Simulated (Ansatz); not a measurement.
Input file for C3H7NOSi, SMILES `C=C1O[Si]1(C)N`:

```yaml
crystal:
  periodic: [false, false, false]
  atoms:
    - {symbol: C, position_ang: [2.601586, -0.671885, 0.235143]}
    - {symbol: C, position_ang: [1.369160, -0.199369, 0.230559]}
    - {symbol: O, position_ang: [0.792877, 0.752297, 1.111501]}
    - {symbol: Si, position_ang: [-0.319484, 0.270642, -0.053673]}
    - {symbol: C, position_ang: [-1.789480, -0.675357, 0.539052]}
    - {symbol: N, position_ang: [-0.762859, 1.347086, -1.273728]}
    - {symbol: H, position_ang: [3.326382, -0.348869, 0.975241]}
    - {symbol: H, position_ang: [2.904100, -1.396216, -0.508988]}
    - {symbol: H, position_ang: [-2.233727, -1.264452, -0.266025]}
    - {symbol: H, position_ang: [-1.490610, -1.350935, 1.341484]}
    - {symbol: H, position_ang: [-2.554339, 0.002274, 0.928052]}
    - {symbol: H, position_ang: [-0.103356, 1.934995, -1.753828]}
    - {symbol: H, position_ang: [-1.719648, 1.564990, -1.490091]}
basis:
  gaussian: {orbitals: def2-TZVPP}
correlation: {method: ccsd_t}
```

```sh
$ ansatz run in.yaml --threads 4 --pin off --events-out ev --progress --plain --max-ram 10444MiB
```

Log, shortened:

```
Functional definition: HF
1746 factors; integrals over basis functions are off by at most 1.1e-3 eV
mean field evaluation 1: about -14580.7903 eV, gradient 5.0e1 eV
mean field evaluation 2: about -14581.1471 eV, gradient 5.0e1 eV
mean field evaluation 4: about -14586.5863 eV, gradient 5.8e0 eV
mean field evaluation 8: about -14586.6941 eV, gradient 5.8e-1 eV
mean field -14586.69526138 eV, -536.0511636386 hartree, gradient 1.8e-6 eV, S^2 0.000000; 0 other end points of the search recorded, 0 dependent functions left out
10 core orbitals not correlated: weight in the atoms' cores, before any rotation towards them, 1.000 or more for the frozen orbitals, at most 0.000 for the correlated occupied ones
reference -14586.69526138 eV, -536.0511636386 hartree; 17, 17 occupied and 268, 268 virtual orbitals, 1746 factors
second order -28.69776896 eV of doubles, -0.00000000 eV of singles
cycle   1  -28.82566184 eV  change   -1.3e-1 eV  update   1.2e-1
cycle   2  -29.51240521 eV  change   -6.9e-1 eV  update   4.0e-2
cycle   3  -29.69772381 eV  change   -1.9e-1 eV  update   2.1e-2
cycle   4  -29.68880270 eV  change    8.9e-3 eV  update   5.6e-3
cycle   5  -29.68578216 eV  change    3.0e-3 eV  update   2.6e-3
cycle   6  -29.68701261 eV  change   -1.2e-3 eV  update   8.0e-4
cycle   7  -29.68654507 eV  change    4.7e-4 eV  update   3.3e-4
cycle   8  -29.68647624 eV  change    6.9e-5 eV  update   1.1e-4
cycle   9  -29.68649810 eV  change   -2.2e-5 eV  update   5.2e-5
cycle  10  -29.68648585 eV  change    1.2e-5 eV  update   1.9e-5
perturbative correction -1.31241215 eV, -0.0482302570 hartree
Total energy: -14617.69415938 eV, -537.1903521283 hartree
```

Hardware: 4 threads of an Arm Neoverse V1 on a shared host. Wall time 20 min, peak host memory 3.9 GiB.

MP2 recovers 92.6 % of the CCSD(T) correlation energy and the triples give 4.2 %; T1 = 0.0133.
